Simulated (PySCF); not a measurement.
## Fe¹⁰⁺: ionisation energy

Fe¹⁰⁺ [Ne] 3s2 3p4 (3P) → Fe¹¹⁺ [Ne] 3s2 3p3 (4S), as a difference of total energies. Calculation: PySCF 2.14, in an uncontracted even-tempered set (18 s from 0.4 bohr⁻², ratio 2.5; 12 p from 0.52 bohr⁻², ratio 2.5; 5 d from 4.4 bohr⁻², ratio 2.7; 4 f from 6.5 bohr⁻², ratio 2.7); no relativity, point nucleus. Correlated levels: outer shells: 1s2 frozen; virtual orbitals above 40 to 60 times the deepest correlated orbital energy dropped. The calculations carry no spin-orbit coupling.

```csv
method,ionisation energy (eV)
UHF,288.16
MP2 (outer shells),289.07
SCS-MP2 (outer shells),289.11
CCSD (outer shells),289.07
CCSD(T) (outer shells),289.08
```

Q: How much does correlation contribute at CCSD(T) (outer shells)?

A: 289.08 − (288.16) = 0.92 eV, measured against UHF.

A first-order spin-orbit estimate (lowest level to lowest level, LS coupling) adds 0.625 eV.

These non-relativistic numbers lack the scalar-relativistic shift.

For comparison: 290.9 ± 0.4 eV (semi-empirical (NIST evaluation); NIST Atomic Spectra Database, ionization energies).
